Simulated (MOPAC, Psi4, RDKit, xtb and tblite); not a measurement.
Relaxed torsion scan: C₃H₉FSi, SMILES CCC[SiH2]F. Scanned: dihedral C1–C2–C3–Si4; all other coordinates were relaxed at GFN2-xTB. Points at φ and −φ are mirror images.

Atom numbering (GFN2-xTB optimised geometry, Å):
```
14

C      1.5066    -0.7925    -0.1478
C      0.8934     0.5577    -0.4931
C     -0.3217     0.8859     0.3736
Si    -1.7789    -0.3154     0.1936
F     -3.0584     0.4181     0.8514
H      0.8034    -1.5963    -0.3533
H      1.7728    -0.8307     0.9064
H      2.4066    -0.9644    -0.7342
H      1.6504     1.3358    -0.3602
H      0.6017     0.5620    -1.5457
H     -0.6678     1.8919     0.1213
H     -0.0051     0.9279     1.4190
H     -1.6446    -1.5440     0.9647
H     -2.1586    -0.5361    -1.1957
```

MMFF94 // GFN2-xTB (RDKit); PBE0/def2-TZVP // GFN2-xTB (Psi4); GFN2-xTB (xtb and tblite); AM1, restricted, heats of formation // GFN2-xTB (MOPAC); UFF // GFN2-xTB (RDKit); PBE-D3(BJ)/def2-TZVP // GFN2-xTB (Psi4).

Energies in kcal/mol, each method relative to its own lowest point.

```csv
φ / °,MMFF94,PBE0/def2-TZVP,GFN2-xTB,AM1,UFF,PBE-D3(BJ)/def2-TZVP
-160,0.9,0.5,0.7,0.2,1.1,0.5
-140,2.8,1.8,2.0,0.7,3.2,1.7
-120,3.5,2.5,2.7,0.9,4.2,2.4
-100,2.3,2.0,1.8,0.7,2.9,1.8
-80,1.1,1.2,0.5,1.1,1.3,1.0
-60,2.1,0.9,0.0,2.0,1.8,0.7
-40,4.9,1.8,0.9,3.4,4.5,1.4
-20,8.0,3.4,2.5,5.0,7.8,3.0
0,9.3,4.4,3.5,5.8,9.3,4.0
20,8.0,3.4,2.5,5.0,7.8,3.0
40,4.9,1.8,0.9,3.4,4.5,1.4
60,2.1,0.9,0.0,2.0,1.8,0.7
80,1.1,1.2,0.5,1.1,1.3,1.0
100,2.3,2.0,1.8,0.7,2.9,1.8
120,3.5,2.5,2.7,0.9,4.2,2.4
140,2.8,1.8,2.0,0.7,3.2,1.7
160,0.9,0.5,0.7,0.2,1.1,0.5
180,0.0,0.0,0.1,0.0,0.0,0.0
```

Root-mean-square difference from the PBE-D3(BJ)/def2-TZVP profile, itself a level with limits, after the best constant shift (kcal/mol): MMFF94 1.8, PBE0/def2-TZVP 0.1, GFN2-xTB 0.4, AM1 1.3, UFF 1.6.

MMFF94 has few fitted parameters for silicon.
